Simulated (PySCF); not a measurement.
# Two-component Hartree-Fock for Cu⁴⁺ (copper, charge +4)

Start: [Ar] 3d7; 3d3/2 filled at m_j = -3/2, -1/2, +1/2, +3/2; 3d5/2 filled at m_j = +1/2, +3/2, +5/2. Calculated with PySCF 2.14 in x2c-SVPall-2c (5s5p3d1f, 42 functions): generalised Hartree-Fock with the X2C-1e Hamiltonian and a Gaussian nucleus; one run each with spin-orbit coupling (SO) switched off, then screened by Boettger's factors.

```csv
spinor shell,electrons,"ε, spin-free (eV)","ε, screened SO (eV)",weight of nominal j (screened SO),"rms radius, screened SO (bohr)"
1s1/2,2,-9124.6,-9124.5,1.000,0.0602
2s1/2,2,-1213.8,-1213.7,1.000,0.254
2p1/2,2,-1054.8,-1069.5,0.996,0.226
2p3/2,4,-1054.8,-1047.6,0.998,0.229
3s1/2,2,-213.06,-213.05,1.000,0.761
3p1/2,2,-162.95,-169.29,0.669,0.803
3p3/2,4,-162.95,-159.78,0.835,0.807
3d5/2,3,-87.066,-88.433,0.781,0.879
3d3/2,4,-87.066,-86.063,0.705,0.886
```

```csv
quantity,spin-free,screened SO
E (hartree),-1648.61463,-1648.65195
M_J,9/2,9/2
⟨J²⟩,24.753,24.753
⟨L²⟩,12.002,12.034
⟨S²⟩,3.751,3.740
```

Each row is a mean over spinors that exchange with the open shell spreads, by up to 14.186 eV (3p3/2).

Rows whose weight is well below 1 are mixtures of j = l ± 1/2: exchange outweighs spin-orbit coupling there, and the label is only the starting occupation.

Without spin-orbit coupling the j labels of p, d and f shells carry no meaning; the spin-free column gives the mean over the occupied spinors of each nl shell.
